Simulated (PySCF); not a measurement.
Si(OH)3(SeH) (H4O3SeSi), SMILES O[Si](O)(O)[SeH]. The structure is a stationary point at PBE-D3(BJ)/def2-SVP. Other conformers were not sampled.

The numbers are results of PBE-D3(BJ)/def2-SVP run with PySCF, not measurements.

Harmonic wavenumbers (cm⁻¹): 132, 160, 185, 221, 229, 247, 297, 334, 348, 440, 649, 762, 804, 809, 840, 934, 960, 2356, 3747, 3754, 3764. Rotational constants (GHz): 3.840, 1.451, 1.394; symmetry number 1.

### Question
Work out the zero-point energy and the ideal-gas rigid-rotor harmonic-oscillator thermochemistry at 298.15 K and 1 atm.

### Answer
ZPE = ½ Σ hcν = ½ × 21973 cm⁻¹ = 131.43 kJ/mol. H − E(el) = 155.51 kJ/mol. Entropy in J/(mol K): translation 171.97, rotation 117.64, vibration 81.26, total 370.87. G − E(el) = 44.93 kJ/mol. Cp = 124.01 J/(mol K). Modes under 150 cm⁻¹ make the vibrational entropy uncertain.
